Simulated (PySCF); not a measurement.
C7H9FO.
Structure used (PBE0-D3(BJ)/def2-SVP), in Å, numbered top down from 1:
```xyz
18
C7H9FO angstrom
C     -1.291   -0.440   -0.127
C      0.131    0.096   -0.127
C      0.572    0.558    1.261
C      2.011    0.962    1.299
C      2.893    0.540    0.384
F      4.160    0.931    0.412
C      2.548   -0.401   -0.712
O      3.363   -0.741   -1.535
C      1.129   -0.921   -0.676
H     -1.610   -0.721   -1.142
H     -1.376   -1.336    0.510
H     -2.000    0.311    0.253
H      0.169    0.982   -0.788
H     -0.056    1.398    1.601
H      0.400   -0.254    1.995
H      2.369    1.620    2.097
H      0.871   -1.255   -1.692
H      1.130   -1.823   -0.034
```

Linear response at CAM-B3LYP/def2-SVPD (PySCF, frozen core in the response, non-relativistic).

Static isotropic polarisability: 84.19 au (12.48 Å³), principal values 62.7, 86.0, 103.8 au.

Question: What is the polarisability at 1064 nm and at the sodium D line?

Answer: 84.96 au at 1064 nm (+0.9 %), 86.84 au at 589.3 nm (+3.1 %). The rise at 589.3 nm is 3.44 times that at 1064 nm; a pure ω² law gives 3.26. The lowest singlet lies at 314 nm, shorter than both wavelengths.

Question: What is the isotropic C6 coefficient between two such molecules, C6 = (3/π)∫α(iω)² dω?

Answer: 3063 au (Eh·bohr⁶) by a ten-point quadrature over imaginary frequencies, which is 1830 eV·Å⁶ or 177 J·nm⁶/mol.

Question: Which effective excitation energy ω̄ makes London's formula C6 = (3/4)α²ω̄ exact here?

Answer: ω̄ = 4·C6/(3α²) = 0.576 Eh = 15.7 eV. A one-pole form α(ω) = α/(1 − ω²/ω̄²) fitted to the 1064 nm value gives 12.2 eV.

Question: What n − 1 at the D line would an ideal gas of it have at 273.15 K and 1 atm (2.6868 × 10¹⁹ cm⁻³), by n − 1 = 2π·N·α′?

Answer: 21.72 × 10⁻⁴, a formal value whether or not that pressure can be reached.

Question: What molar refraction at the D line follows from R = (4π/3)·N_A·α′, with α′ the polarisability volume?

Answer: α′ = 12.87 Å³ gives R = 32.46 cm³/mol, for isolated, non-vibrating species.

Question: What does −C6/R⁶ come to at R = 10 Å between centres?

Answer: -180 J/mol. This is the leading, orientation-averaged term; C8 and higher terms are left out.

Question: What three-body coefficient follows from the one-pole estimate C9 = (3/4)·α·C6?

Answer: 193000 au. This is an estimate from the two numbers above, not a computed integral.

Rough CPU time on one thread of a shared machine: about 1.7 min. This is the whole response run at CAM-B3LYP/def2-SVPD, SCF included.

One conformer stands for the species.
